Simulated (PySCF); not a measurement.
**Electron correlation in Br (bromine, neutral)**

[Ar] 3d10 4s2 4p5, 2P determinant. All numbers are calculated (PySCF 2.14, scalar relativity by spin-free X2C-1e, in x2c-SVPall (5s4p3d, 32 functions)). Frozen: [Ar] 3d10; 7 electrons correlated.

MP2 pair energies summed by pair of shells (mhartree):

```csv
pair,energy,share (%)
4p-4p,-64.68,66.1
4s-4p,-27.08,27.7
4s-4s,-6.02,6.2
```

Total MP2 correlation energy: -97.79 mhartree.

Same-spin part -24.56 and opposite-spin part -73.23 mhartree; SCS-MP2 scales them by 1/3 and 6/5 to -96.06 mhartree.

```
  level  correlation energy (mhartree)
   CCSD                        -112.29
    (T)                          -1.31
CCSD(T)                        -113.60
```

Diagnostics: T1 = 0.0050, D1 = 0.0177, largest double amplitude 0.050.

Problem. Is a single reference adequate?

Solution. Yes, within this model without spin-orbit coupling: T1 lies below 0.03 and no double amplitude reaches 0.07.
